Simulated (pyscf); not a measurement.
Single points on ωB97X-D3(BJ)/def2-SVP structures (PySCF, gas phase). MP2 and CC: frozen core, UHF for open shells. ΔMP2 is the change of the MP2 total energy from the triple- to the quadruple-zeta basis. Singlets are restricted, triplets unrestricted.

Singlet (Å):
```xyz
5

B      1.4819    -0.8783    -0.6335
C      0.1939    -0.0566    -0.4099
H      0.3769     1.0029    -0.6681
H     -0.6172    -0.4513    -1.0494
H     -0.1137    -0.1243     0.6500
```

Triplet (Å):
```xyz
5

B      0.7074     0.7521    -0.7162
C      0.7574    -0.4331     0.2964
H      0.8902    -0.1325     1.3498
H     -0.2599    -0.8668     0.2091
H      1.4716    -1.2321     0.0337
```

Q: For these two minima of `[B][CH3]`, which spin state lies lower at CCSD(T)/def2-TZVPP + ΔMP2(QZVPP), and by how much (electronic energies)?

A: The singlet, by 170.6 kJ/mol. Zero-point energy shifts E(triplet) − E(singlet) by +2.4 kJ/mol. Other isomers of B–CH₃ [singlet] were not searched in full and may lie lower. 

E(triplet) − E(singlet) by level (kJ/mol):

```csv
level,gap
ωB97X-D3(BJ)/def2-TZVP,+165.3
PBE/def2-TZVP,+138.1
r²SCAN/def2-TZVP,+112.8
B3LYP-D3(BJ)/def2-TZVP,+155.7
PBE0-D3(BJ)/def2-TZVP,+133.6
M06-2X/def2-TZVP,+158.7
ωB97M-D3(BJ)/def2-TZVP,+180.1
HF/def2-TZVP,+79.9
MP2/def2-QZVPP,+145.2
CCSD/def2-TZVPP,+164.2
CCSD(T)/def2-TZVPP,+167.2
CCSD(T)/def2-TZVPP + ΔMP2(QZVPP),+170.6
```

The triplet is the lowest one reached from the SCF start used. The CCSD(T) − MP2 part came from Ansatz, without density fitting, on the same reference.
